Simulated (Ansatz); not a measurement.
`[CH3][In]([CH3])[F]` + H₂Te → `[CH3][In]([F])[TeH]` + CH₄ at 600 K and 1 bar (ligand exchange at the In–C bond).

Computed with Ansatz on PBE0-D4/def2-TZVP structures; ΔE is electronic, products minus reactants. CCSD(T)/CBS adds triple-zeta CCSD(T) − MP2 to the extrapolated MP2 energy (def2 sets, frozen cores). This one scheme is used for every species. Elements past krypton have def2 core potentials. For In, Te outer-core shells are correlated without core-valence functions, which leaves a few kJ/mol of doubt a bond.

| species | CCSD(T)/CBS energy (Eh) | H − E (kJ/mol) | S (J/(mol·K)) |
| --- | --- | --- | --- |
| `[CH3][In]([CH3])[F]` | -369.35906 | 252.0 | 463.6 |
| H₂Te | -268.91024 | 52.9 | 255.0 |
| `[CH3][In]([F])[TeH]` | -597.86453 | 175.3 | 480.2 |
| CH₄ | -40.46206 | 140.4 | 215.7 |

H − E and S are ideal-gas, rigid-rotor, harmonic terms from PBE0-D4/def2-TZVP. 1 Eh = 2625.50 kJ/mol, R = 8.31446 J/(mol·K).

By hand: ΔE, ΔH, ΔS and ΔG.

ΔE = (-597.86453) + (-40.46206) − (-369.35906) − (-268.91024) = -0.05729 Eh = -150.4 kJ/mol. Δ(H − E) = 175.3 + 140.4 − 252.0 − 52.9 = 10.8, so ΔH = -139.6 kJ/mol. ΔS = 480.2 + 215.7 − 463.6 − 255.0 = -22.7 J/(mol·K). ΔG = -139.6 − 600 × (-22.7)/1000 = -126.0 kJ/mol.

By hand: the equilibrium constant, and the temperature at which ΔG would vanish if ΔH and ΔS stayed fixed.

log₁₀ K = −ΔG/(RT ln 10) = 11.0. ΔG = 0 at ΔH/ΔS = 6150 K, far beyond where these terms or the molecules hold.

ΔH outweighs TΔS. A doubt of 5 kJ/mol in ΔE shifts log₁₀ K by 0.4 here. Modes under 60 cm⁻¹, often nearly free rotors, make the harmonic entropy too high. These are equilibria of isolated gas molecules and say nothing of rates. Largest T1 diagnostic: 0.014 (customary marks: 0.02 for closed shells, 0.045 for open ones).
